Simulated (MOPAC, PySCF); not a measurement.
H$_{4}$BN, SMILES `BN` (H–B–N–H torsion 180°), neutral singlet in the gas phase. 

Cartesian coordinates (Å):
```xyz
6

B     -0.6848     0.0141    -0.0151
N      0.7022    -0.0145     0.0155
H     -1.2362     1.0219    -0.3364
H     -1.2909    -0.9698     0.2805
H      1.2328    -0.8293     0.2767
H      1.2770     0.7776    -0.2212
```
Charge 0, multiplicity 1.

All levels are single points at this geometry (B3LYP-D3(BJ)/def2-TZVP); Pople sets use spherical d functions. Orbital energies aren't observables, and empty levels follow the basis.

M06-2X/6-31G* in PySCF gives gap (eV) = 11.66.

Problem. Estimate the gap (eV) from each of these levels: B3LYP-D3(BJ)/def2-TZVP in PySCF; M06-2X/def2-TZVP in PySCF; BP86/6-31G* in PySCF; HF/3-21G in PySCF; HF/6-31G* in PySCF; AM1 in MOPAC; PM3 in MOPAC; PM6 in MOPAC.

Solution. 
```
level                            gap (eV)
-------------------------------  --------
B3LYP-D3(BJ)/def2-TZVP in PySCF      8.40
M06-2X/def2-TZVP in PySCF           11.15
BP86/6-31G* in PySCF                 6.78
HF/3-21G in PySCF                   16.55
HF/6-31G* in PySCF                  16.51
AM1 in MOPAC                        13.81
PM3 in MOPAC                        13.25
PM6 in MOPAC                        12.17
```
